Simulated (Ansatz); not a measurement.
`ClB(Cl)Cl` + `[AsH3]` → `Cl[B-](Cl)(Cl)[AsH3+]`  (adduct formation)

Gas-phase electronic energies from Ansatz, PBE0-D4/def2-TZVP geometries. CBS: MP2 limit from def2 TZ/QZ plus the TZ coupled-cluster correction, frozen cores. This one scheme is used for every species. DFT in def2-TZVPP. For As outer-core shells are correlated without core-valence functions, which leaves a few kJ/mol of doubt a bond. Scalar relativity is left out up to krypton.

```tsv
species	r2SCAN0-D4 energy (Eh)
`ClB(Cl)Cl`	-1405.50751
`[AsH3]`	-2237.63649
`Cl[B-](Cl)(Cl)[AsH3+]`	-3643.14755
```

(1) Work out ΔE.

Largest T1 diagnostic among the species: 0.011.

Results:

(1) ΔE = (-3643.14755) − (-1405.50751) − (-2237.63649) = -0.00355 Eh = -0.10 eV. CCSD(T)/CBS gives -0.08 eV.

From r2SCAN to r2SCAN0 (25 % exact exchange), in def2-TZVPP and without D4, ΔE moves by −0.05 eV. In def2-TZVPP, CCSD(T) changes the Hartree–Fock value by −0.37 eV (the triples alone add −0.05 eV) and MP2 by −0.53 eV.
